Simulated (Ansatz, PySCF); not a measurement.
Spin states of HNiO (SMILES [OH][Ni]), each relaxed with B3LYP-D3(BJ)/def2-TZVP.
State 1 (charge 0, multiplicity 2):
```tsv
atom	x (Å)	y (Å)	z (Å)
Ni	-0.8819	-0.6364	-0.7730
O	0.4311	-0.1373	0.2906
H	0.4178	0.8211	0.4122
```
State 2 (charge 0, multiplicity 4):
```xyz
3

Ni    -0.9102    -0.7000    -0.8031
O      0.3903    -0.0955     0.2654
H      0.4868     0.8429     0.4675
```

Singlets are restricted, other states unrestricted; no spin–orbit coupling, no relativity up to Kr; see below for the cores. The largest T1 diagnostic is 0.064.

Programs: Ansatz (Gaussian basis) for Hartree–Fock, density functionals and correlated methods; PySCF for the dispersion terms. Each number belongs to the level named beside it.

PBE/def2-TZVPP gives 24.34 kcal/mol for the energy of the multiplicity-4 state less that of the multiplicity-2 state.

Q: How do the other levels lie against it? Give each less PBE: PBE-D3(BJ)/def2-TZVPP, r2SCAN/def2-TZVPP, B3LYP/def2-TZVPP, wB97M-V/def2-TZVPP.

A: PBE-D3(BJ)/def2-TZVPP -0.01; r2SCAN/def2-TZVPP -11.05; B3LYP/def2-TZVPP -5.05; wB97M-V/def2-TZVPP -4.24 kcal/mol. 0 of 4 lie above PBE; the widest gap is to r2SCAN/def2-TZVPP.

Doubts at one or more of the structures used: a spin-contaminated determinant (r2SCAN/def2-TZVPP).

Ansatz is a program for electronic structure.
